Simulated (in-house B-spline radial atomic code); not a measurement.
## RPA and G0W0 on BHandHLYP: Ga⁺

Configuration [Ar] 3d10 4s2, mean-field start BHandHLYP. Computed with a B-spline radial code for spherical atoms: all electrons, scalar-relativistic (spin-free one-electron X2C), finite nucleus, each spin shell either full or empty, empty states to l = 9 with an (l + 1/2)⁻⁴ tail; G0W0 by contour deformation at full frequency.

Command:
```bash
python run_gw.py task.json out
```
Settings (radii: box in bohr, nucleus in fm):
```
Z                        31
electrons                30
configuration            [Ar] 3d10 4s2
hamiltonian              x2c
method                   bhandhlyp
lmax                     9
rms_radius               3.9973
spin_polarised           False
box_radius               23.78
intervals                71
ion_configuration        [Ar] 3d10 4s1
```

Run time, properties included: 9.7 s on 1 thread of Arm Neoverse N1, with other jobs on the host.

Energies (hartree):

```
                                     term        value
                         mean-field total  -1943.63418
Hartree-Fock functional on these orbitals  -1942.01862
                      direct second order      -2.5867
                    second-order exchange      0.74636
                         SOSEX correction      0.67355
```

**Question.** What is the RPA correlation energy, and what remains with SOSEX?

**Answer.** RPA gives -2.1787 hartree (-1.98 eV per electron); RPA + SOSEX gives -1.5051, and the second-order doubles -1.8403 hartree (no singles). SOSEX takes back 31 % of the RPA value.

Quasi-particle levels (eV):

| level | occupied | mean field | Σx - vxc | Σc | QP weight | G0W0 |
| --- | --- | --- | --- | --- | --- | --- |
| 4s | yes | -18.127 | -0.95 | ? | ? | ? |
| 4p | no | -7.402 | 2.33 | -1.01 | 0.957 | -6.081 |

G0W0 = mean field + (Σx - vxc) + Σc, with Σc (partial-wave tail included) taken at the quasi-particle energy. Only the outer levels were computed. Levels of low weight are left out.

**Question.** Where does G0W0 put 4s?

**Answer.** At -20.653 eV, with Σc = -1.57 eV and a quasi-particle weight of 0.946. The tabulated removal energy is 20.515 eV (NIST, measured); the calculation leaves out spin-orbit coupling, Breit and QED terms, and what these don't explain is the method's own error.

**Question.** What does it cost to remove one electron (to [Ar] 3d10 4s1) by differences of total energies, each species on its own start (correlation terms add to the Hartree-Fock functional)?

**Answer.** BHandHLYP 20.347 eV, Hartree-Fock functional 18.724 eV, + RPA 20.601 eV, + RPA + SOSEX 20.164 eV, + second order 20.986 eV. Tabulated: 20.515 eV (NIST, measured); the calculation leaves out spin-orbit coupling, Breit and QED terms, and what these don't explain is the method's own error.
